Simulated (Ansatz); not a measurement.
Wavefunction ladder for CH2B2ClF (`FB1CB1Cl`)

Z-matrix (Å, degrees):
```
C
B 1 1.632
B 1 1.499 2 59.3
H 1 1.107 2 77.6 3 -139.1
H 1 1.088 2 153.2 3 114.1
F 2 1.304 1 130.8 3 172.6
Cl 3 1.730 1 132.3 2 151.8
```

The species carries charge 0 and has multiplicity 1. All single points use the PBE0-D4/def2-TZVP geometry. Frozen core, restricted reference, Ansatz. CBS rows extrapolate triple and quadruple zeta; past MP2 they add the triple-zeta difference.

| basis | HF (Eh) | MP2 corr. | CCSD corr. | (T) | CCSD(T) total |
| --- | --- | --- | --- | --- | --- |
| def2-SVP | -647.05868 | ? | -0.64760 | -0.01995 | ? |
| def2-TZVPP | -647.43809 | ? | -0.82162 | -0.03553 | ? |
| def2-QZVPP | ? | -0.85696 | – | – | – |
| CBS(def2) | -647.46188 | ? | -0.93681 | as TZ | ? |

Fill in the withheld values. (Best estimate.)

Computed: def2-SVP MP2 corr.: -0.61440; def2-SVP CCSD(T) total: -647.72623; def2-TZVPP MP2 corr.: -0.79079; def2-TZVPP CCSD(T) total: -648.29524; def2-QZVPP HF (Eh): -647.45900; CBS(def2) MP2 corr.: -0.90597; CBS(def2) CCSD(T) total: -648.43422.
